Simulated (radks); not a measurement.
Fe II, 25 electrons, occupied as [Ar] 3d6 4s1. Calculated with a radial shooting solver on a logarithmic mesh with Libxc functionals: scalar-relativistic Kohn-Sham, exchange-only r2SCAN, spin-polarised, spherical densities, finite nucleus; open shells are filled with parallel spins first; meta-GGA in the generalised Kohn-Sham scheme; Fermi nuclear charge, rms radius 3.7377 fm.

Normalised radial functions P(r) = r R(r), r in bohr:

```
   r/bohr * 3s down (the largest magnitude, 1.22, reaches the edge; | marks zero)
 0.001935                             |*
  0.00254                             | *
 0.003334                             | *
 0.004377                             |  *
 0.005745                             |  *
  0.00754                             |   *
 0.009897                             |    *
  0.01299                             |     *
  0.01692                             |      *
   0.0222                             |       *
  0.02914                             |       *
  0.03825                             |       *
  0.05021                             |     *
  0.06591                             | *
  0.08651                           * |
   0.1136                     *       |
    0.149                *            |
   0.1956               *             |
   0.2568                    *        |
   0.3371                             |*
   0.4424                             |              *
   0.5807                             |                        *
   0.7622                             |                          *
        1                             |                    *
    1.303                             |           *
     1.71                             |    *
    2.245                             |*
    2.946                             *
    3.867                             *
    5.076                             *
    6.662                             *
    8.745                             *
```

3s down: eigenvalue -101.34 eV, 2 radial nodes at r = 0.0762, 0.327 bohr, <r> = 0.813 bohr, 90 % of the charge inside 1.22 bohr.
